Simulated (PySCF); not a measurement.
Atoms are numbered as in `[NH2:1][Si:2]([OH:3])([OH:4])[PH2:5]`; H(Xn) means a hydrogen on atom n.

In vacuum, single conformer, equivalent nuclei averaged, non-relativistic Hamiltonian. σ from GIAO-PBE0/pcSseg-1; coordinates at the PBE0-D3(BJ)/def2-SVP level; PySCF.

Scale: TMS for ¹H, ²⁹Si; NH3 for ¹⁵N; ¹⁷O against H2O; H3PO4 for ³¹P (reference shieldings calculated alike).

| atoms | nucleus | count | Hirshfeld charge | δ (ppm) |
| --- | --- | --- | --- | --- |
| H(N1) | ¹H | 2 | 0.12 | ? |
| P5 | ³¹P | 1 | -0.04 | -274.3 |
| H(O3)/H(O4) | ¹H | 2 | 0.17 | 1.46 |
| O3/O4 | ¹⁷O | 2 | -0.32 | 70.3 |
| Si2 | ²⁹Si | 1 | 0.45 | ? |
| N1 | ¹⁵N | 1 | -0.32 | 40.4 |
| H(P5) | ¹H | 2 | -0.01 | 1.46 |

Q: Fill in the missing shifts.

A: 
- H(N1): 0.94 ppm, hydrogen on a nitrogen bonded to Si; exchangeable, gas-phase position
- Si2: -13.8 ppm, silicon bonded to N, 2 O, P

OH and NH positions are those of a molecule without intermolecular hydrogen bonds; in solution they move with solvent, concentration and temperature, and exchange usually removes their couplings. Experimental scales use liquid or dissolved standards, which lie at an offset from isolated NH3 (liquid NH3: subtract about 20 ppm) and H2O (liquid H2O: subtract about 36 ppm) and H3PO4.
